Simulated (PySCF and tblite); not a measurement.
Values are calculated unless marked as measured or tabulated.
**C₉H₁₆OSi, numbered as in [CH3:1][Si:2]([CH3:3])([CH3:4])[C@@H:5]1[CH:6]=[CH:7][C:8](=[O:9])[CH2:10][CH2:11]1: conformational analysis**

Geometries GFN2-xTB; weights from CAM-B3LYP-D3(BJ)/6-31G* energies and GFN2-xTB thermal corrections, with symmetry numbers and mirror pairs. Conformers within 2.5 kcal/mol (GFN2-xTB free energy) were kept, 4 at most. GIAO shieldings: CAM-B3LYP/6-31G*. Codes: tblite and PySCF.

Torsions listed: C1–Si2–C5–C11. The 6-ring runs over atoms 5–6–7–8–10–11.

```json
{"conformer": "1", "shape": "6-ring half-chair (ring torsions -8, -8, 41, -60, 45, -12°); 173°", "symmetry": "C1", "E(GFN2) kcal/mol": "1.72", "E(DFT) kcal/mol": "0.64", "G(298.15 K) kcal/mol": "0.00", "weight %": "52.2", "dipole D": "4.43"}
{"conformer": "2", "shape": "6-ring envelope (ring torsions 1, 2, -30, 56, -52, 25°); 162°", "symmetry": "C1", "E(GFN2) kcal/mol": "0.00", "E(DFT) kcal/mol": "0.00", "G(298.15 K) kcal/mol": "0.05", "weight %": "47.8", "dipole D": "4.30"}
```

Weights (%) against temperature:

```json
{"T (K)": "250", "1": "49.5", "2": "50.5", "S(mix) cal/mol/K": "1.38"}
{"T (K)": "298.15", "1": "52.2", "2": "47.8", "S(mix) cal/mol/K": "1.38"}
{"T (K)": "350", "1": "54.1", "2": "45.9", "S(mix) cal/mol/K": "1.37"}
```

Coordinates of conformer 1 (Å):

```xyz
27

C    -2.123   -1.509    1.315
Si   -1.414   -0.230    0.091
C    -1.672    1.536    0.759
C    -2.239   -0.439   -1.615
C     0.486   -0.551   -0.110
C     1.193   -0.363    1.180
C     2.351    0.288    1.317
C     3.135    0.757    0.174
O     4.142    1.422    0.289
C     2.620    0.273   -1.166
C     1.099    0.329   -1.199
H    -1.766   -1.340    2.326
H    -1.856   -2.525    1.037
H    -3.206   -1.453    1.342
H    -1.075    1.712    1.649
H    -2.711    1.708    1.020
H    -1.393    2.287    0.025
H    -3.319   -0.369   -1.530
H    -2.009   -1.403   -2.058
H    -1.917    0.329   -2.311
H     0.609   -1.604   -0.393
H     0.710   -0.780    2.055
H     2.791    0.454    2.291
H     3.061    0.875   -1.962
H     2.961   -0.760   -1.294
H     0.788    1.365   -1.042
H     0.734    0.016   -2.179
```

Search and properties took 2.2 min on 1 thread of Arm Neoverse V1, on a host shared with other jobs (rough), launched as `OMP_NUM_THREADS=1 python ens_run.py task.json out`.
